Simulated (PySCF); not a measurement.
Molecule: `N[SiH2]CC=C`, C₃H₉NSi.

Atoms are numbered as in `[CH2:1]=[CH:2][CH2:3][SiH2:4][NH2:5]`. Each H is labelled by its parent atom. Ha(C1) is cis to C3; Hb(C1) is trans to C3.

Geometry PBE0-D3(BJ)/def2-SVP throughout; GIAO in PySCF 2.14.0 with density-fitted response routines, gas phase, one conformer, non-relativistic; equivalent atoms averaged; basis pcSseg-1.

(1) How do the absolute shieldings σ depend on the functional? (a selection of nuclei; ppm; last column core-seconds on 1 thread of an Arm Neoverse N1, shared host)

(2) Which nucleus among those listed moves most, in ppm?

Results:

(1) 
```tsv
functional	kind	C2	C3	Si4	N5	H(C2)	Hb(C1)	H(Si4)	H(C3)	H(N5)	core-s
PBE0	global hybrid	41.5	159.8	379.3	260.5	25.12	26.02	26.56	29.58	31.23	19
mPW1PW91	global hybrid	40.7	159.2	378.2	259.5	25.20	26.09	26.66	29.64	31.28	19
WP04	global hybrid	30.6	148.2	371.7	245.4	25.83	26.63	27.60	30.01	31.46	20
B97-2	global hybrid	44.0	159.6	385.4	258.9	25.30	26.20	26.77	29.70	31.35	19
BHandHLYP	global hybrid	38.9	160.8	387.2	261.0	25.37	26.31	27.03	29.89	31.31	18
CAM-B3LYP	range-separated hybrid	35.6	158.2	372.3	260.7	25.20	26.16	26.76	29.75	31.28	25
wB97X-D	range-separated hybrid	40.5	161.3	379.8	260.5	25.26	26.15	26.77	29.79	31.31	24
LC-wPBE	range-separated hybrid	41.1	166.9	383.6	265.6	25.15	25.97	26.81	29.78	31.32	31
```

(2) N5 (nitrogen bonded to Si, 2 H): from 245.4 ppm with WP04 to 265.6 ppm with LC-wPBE. The smallest spread is 0.24 ppm, at H(N5). Proton shifts span only some 12 ppm, so a few tenths of a ppm matter as much there as several ppm in carbon.
